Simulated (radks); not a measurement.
Effect of the nuclear size on the magnesium ion Mg3+, [He] 2s2 2p5. Method: Dirac Kohn-Sham, LDA (Slater exchange, Perdew-Wang correlation), spin-unpolarised, spherical densities, finite nucleus; open shells are shared between the two j in proportion to 2j + 1; Fermi nuclear charge, rms radius 3.057 fm; computed with a radial shooting solver on a logarithmic mesh with Libxc functionals. The rms radius is varied about that value; shifts are against it.

rms radius (fm),total energy shift (eV),density at nucleus (e/bohr^3),1s1/2 shift (meV)
2.5281,-0.000830,1153,-0.344
2.8461,-0.000349,1152,-0.145
3.057,0,1151,0.000
3.3321,0.000493,1150,0.204
3.4055,0.000631,1150,0.262

Slopes of the eigenvalues against <r^2> in GHz/fm^2, as finite differences over the two radii next to the reference (eigenvalue slopes, not the field-shift constants of lines): 1s1/2 28.1.
